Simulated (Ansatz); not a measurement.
Computed with Ansatz on PBE0-D4/def2-TZVP structures; ΔE is electronic, products minus reactants. CCSD(T)/CBS adds triple-zeta CCSD(T) − MP2 to the extrapolated MP2 energy (def2 sets, frozen cores). One conformer a species, not always the lowest.

`O[SiH2]N[SiH](O)Cl` + `N=C(N)S` → `N=C(S)N[SiH2]O` + `N[SiH](O)Cl`  (ligand exchange at the Si–N bond)

```csv
species,CCSD(T)/CBS(def2) energy (Eh)
`O[SiH2]N[SiH](O)Cl`,-1246.82102
`N=C(N)S`,-547.62645
`N=C(S)N[SiH2]O`,-913.15791
`N[SiH](O)Cl`,-881.28474
```

(1) Work out ΔE.

Largest T1 diagnostic among the species: 0.014.

Results:

(1) ΔE = (-913.15791) + (-881.28474) − (-1246.82102) − (-547.62645) = 0.00482 Eh = +0.13 eV.
